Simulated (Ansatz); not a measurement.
Species: C$_{3}$H$_{5}$O$_{2}$ (charge 0, doublet). It need not be the lowest isomer of its formula. 
Geometry from a B3LYP-D3(BJ)/def2-TZVP (Ansatz, an electronic-structure program) optimisation:
```
C
H 1 1.0821
C 1 1.4424 2 117.80
O 3 1.2168 1 125.44 2 180.00
O 3 1.3629 4 121.98 1 180.00
H 5 0.9689 3 106.50 4 -0.03
C 1 1.4760 2 120.59 3 179.93
H 7 1.0882 1 110.99 2 179.67
H 7 1.0961 8 109.05 1 122.43
H 7 1.0962 8 108.99 9 115.19
```
Charge 0, spin multiplicity 2.

### Question
Give the harmonic wavenumbers at B3LYP-D3(BJ)/def2-TZVP (Ansatz, finite differences of forces, unscaled).

### Answer
90, 148, 260, 483, 522, 608, 622, 746, 835, 993, 1064, 1107, 1175, 1301, 1397, 1439, 1471, 1500, 1701, 3000, 3030, 3130, 3194, 3744 cm⁻¹. Zero-point energy 48.0 kcal/mol.

### Question
From these and the geometry, give the ideal-gas thermochemistry at 298.15 K and 1 atm (rigid rotor, harmonic oscillator).

### Answer
Point group C1, rotational symmetry number 1. Rotational constants 10.84, 3.838, 2.885 GHz. S(trans) 38.78, S(rot) 25.40, S(vib) 10.98, S(elec, spin only) 1.38, S 76.5 cal/(mol K). H(298) - H(0) 4.21 kcal/mol; G - E(el) 29.4 kcal/mol.
